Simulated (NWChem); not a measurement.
System: Br cation, triplet

Here is an NWChem input.

```
start job
memory heap 200 mb stack 900 mb global 1100 mb
charge 1
geometry units angstroms noautoz
  Br     0.000000     0.000000     0.000000
end
basis spherical
  * library def2-svp
end
dft
  odft
  mult 3
  xc b3lyp
  iterations 150
  mulliken
end
task dft energy
```

The open p shell is one determinant without spherical averaging. No stability test was run on the SCF state.

Problem. What results follow from this input? (B3LYP/def2-SVP, spin-unrestricted.) Quantities: energy (Ha); highest occupied level (eV); lowest empty minus highest occupied level, either spin (eV); <S²>.

Solution. The energy (Ha) is -2573.39. The highest occupied level (eV) is -17.70 and the lowest empty minus highest occupied level, either spin (eV) is 2.12. The <S²> comes out as 2.00.
